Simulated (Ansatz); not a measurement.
Compare A (`CC(C)=CC(C)(C)C`) with its isomer B (`CCC1CCCCC1`).

Calculated with Ansatz (gas phase, PBE0-D4/def2-TZVP geometries, no zero-point term in ΔE). CBS: MP2 limit from def2 TZ/QZ plus the TZ coupled-cluster correction, frozen cores. DFT in def2-TZVPP. B3LYP here is the variant with VWN-RPA as its local correlation; programs differ in this. Each species was taken in one conformer, which may not be the lowest.

Question: Which isomer does CCSD(T)/CBS put lower? Give the gap. (Estimate.)

Answer: The calculation gave: B, by 77.5 kJ/mol.

Question: Give E(B) − E(A) in kJ/mol with PBE0-D4, B3LYP, CCSD(T)/def2-TZVPP, PBE-D4, ωB97M-V, CCSD/def2-TZVPP, MP2/def2-TZVPP. (An estimate is asked.)

Answer: The calculation gave: PBE0-D4 -90.4, B3LYP -66.2, CCSD(T)/def2-TZVPP -76.6, PBE-D4 -75.8, ωB97M-V -81.2, CCSD/def2-TZVPP -81.4, MP2/def2-TZVPP -79.8. None reverses the order clearly.

Largest T1 diagnostic: 0.009.

From PBE to PBE0 (25 % exact exchange), in def2-TZVPP and without D4, E(B) − E(A) moves by −14.9 kJ/mol.
